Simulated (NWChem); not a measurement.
# TiOF₂; SMILES [O]=[Ti]([F])[F]

```xyz
4

Ti     0.0247    -0.0763     0.0000
O      1.5815     0.2024     0.0000
F     -0.7579     0.1357    -1.5746
F     -0.7579     0.1357     1.5746
```
Atoms are numbered in this order, from 1.

Program: NWChem. Coordinates come from a PBE0/def2-SVP optimisation. GIAO values for the isolated, static molecule; σ is the absolute isotropic shielding, δ = σ(reference) − σ with the isolated reference molecule computed at the same levels (19F: trichlorofluoromethane, 17O: water).

```tsv
level	σ Ti1 (ppm)	δ O2 (ppm)	δ F3 (ppm)
BHandHLYP/pcSseg-1	-206.1	1611.8	241.0
LDA (Slater exchange, VWN5)/pcSseg-1	-292.3	1207.8	326.2
PBE/pcSseg-1	-276.2	1171.5	315.0
```
